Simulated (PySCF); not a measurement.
methoxymethyl(silyl)silane (C2H10OSi2), SMILES [SiH3][SiH2]COC. Coordinates come from a B3LYP-D3(BJ)/def2-SVP optimisation. Other conformers were not sampled.

Computed equilibrium geometry at B3LYP-D3(BJ)/def2-SVP (PySCF confirms it by a frequency run) as Cartesian coordinates in Å (one conformer of several):
```xyz
15

C      2.6942    -0.6027    -0.6295
O      1.4513    -0.0327    -0.3113
C      0.9000    -0.4966     0.9047
Si    -0.7855     0.3748     1.0959
Si    -1.8089     0.2589    -1.0141
H      3.4596    -0.3735     0.1391
H      2.6271    -1.7051    -0.7270
H      3.0217    -0.1818    -1.5913
H      1.5730    -0.2864     1.7625
H      0.7503    -1.5976     0.8842
H     -0.5957     1.7925     1.5239
H     -1.5869    -0.3281     2.1444
H     -1.7029    -1.1381    -1.5325
H     -1.1433     1.1856    -1.9730
H     -3.2576     0.6183    -0.9357
```
Charge 0, spin multiplicity 1.
